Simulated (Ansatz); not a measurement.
Job for Ansatz (an electronic-structure program): U-r2SCAN/def2-TZVPP on H2OSn (SMILES [OH][SnH]), a point of a bond scan (R = 1.442 Å). Elements past Kr take the def2 small-core potentials; no spin–orbit coupling.

Ansatz 0.2 input:
```yaml
crystal:
  periodic: [false, false, false]
  atoms:
    - {symbol: Sn, position_ang: [-0.18386056, -0.15025870, 0.19526245]}
    - {symbol: H, position_ang: [-1.20093799, -0.01826038, -0.81865007]}
    - {symbol: O, position_ang: [1.21528417, 0.79939053, -0.86933130]}
    - {symbol: H, position_ang: [0.92596202, 1.10307134, -1.73634394]}
basis:
  gaussian:
    orbitals: def2-TZVPP
hamiltonian:
  xc: {name: r2SCAN}
magnetization: {spin_polarized: true, initial_magnetization: 0}
```

Output:

```
WARN ansatz: RAYON_NUM_THREADS=1 ignored (pool sized by the plan → 1); use --threads N
Functional definition: r2SCAN
integrals: 0.03 GiB planned
657 factors; their error is unknown
mean field: 0.35 GiB planned
mean field evaluation 1: about -7905.1394 eV, gradient 4.5e1 eV
mean field evaluation 2: about -7810.6696 eV, gradient 1.2e2 eV
mean field evaluation 4: about -7912.0814 eV, gradient 7.7e0 eV
mean field evaluation 8: about -7912.2778 eV, gradient 1.7e-1 eV
mean field evaluation 16: about -7912.2721 eV, gradient 6.1e-5 eV
mean field -7912.27206428 eV, -290.7706352317 hartree, gradient 6.1e-5 eV, S^2 0.000000; 1 other end points of the search recorded, 0 dependent functions left out
reference -7912.27208091 eV, -290.7706358428 hartree; 16, 16 occupied and 93, 93 virtual orbitals, 657 factors
Total energy: -7912.27208091 eV, -290.7706358428 hartree
```

Self-consistency was reached.

Cost: around 2.7 core-seconds (rough).
